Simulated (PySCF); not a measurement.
## Computed properties of C₃H₇BFN, SMILES C=C(F)B(C)N

C3H7BFN, SMILES FC(=C)B(C)N. Geometry optimised at ωB97X-D3(BJ)/def2-SVP. The structure was generated by enumeration, and PubChem lists no compound with its InChIKey, so it may never have been made. The values are those of a single conformer. All values are computed for the isolated molecule unless a solvent is named; none is compared with measurement here.

**Structure.** All 33 harmonic modes at ωB97X-D3(BJ)/def2-SVP (PySCF) are real, so it is a minimum. With heavy atoms numbered as in [CH2:1]=[C:2]([F:3])[B:4]([CH3:5])[NH2:6], the shortest bond between them is C1–C2 at 1.335 Å and the longest C2–B4 at 1.589 Å.

**Vibrations.** The strongest infrared lines (harmonic, unscaled, degenerate partners summed) lie at 1618 cm⁻¹ (154 km/mol, H 65 %, N 22 %, B 12 %), 563 cm⁻¹ (153 km/mol, H 78 %, N 20 %), 1352 cm⁻¹ (131 km/mol, H 43 %, C 38 %, B 15 %). The softest mode is at 52 cm⁻¹ and the zero-point energy is 65.2 kcal/mol.

**Electronic structure.** M06-2X/def2-TZVP (PySCF) places the frontier levels at -8.57 and 0.30 eV, a gap of 8.87 eV, and gives a dipole moment of 2.77 D and a mean polarisability of 58.3 bohr³. PBE/def2-TZVP (PySCF) at the same geometry gives -6.06 and -1.54 eV, so its gap is 4.35 eV narrower. An orbital gap is neither the optical nor the fundamental gap.

**Excitations.** TDDFT-PBE0/def2-SVPD (PySCF) has S1 at 6.03 eV (205 nm, f = 0.212, bright); the most intense of the 10 singlets computed lies at 6.03 eV (f = 0.21). T1 (TDA) is at 3.82 eV. TDDFT-PBE/def2-SVPD (PySCF) puts S1 at 5.54 eV. No vertical singlet excitation falls in the visible range (under 3.1 eV).

**NMR.** GIAO shifts at PBE0/pcSseg-1 (PySCF) (non-relativistic, atoms alike by connectivity averaged): ¹³C from 5.5 to 186.5 ppm against TMS; ¹H from 0.8 to 5.4 ppm against TMS; ¹⁹F at -101.7 ppm against CFCl3; ¹¹B at 27.0 ppm against BF3.
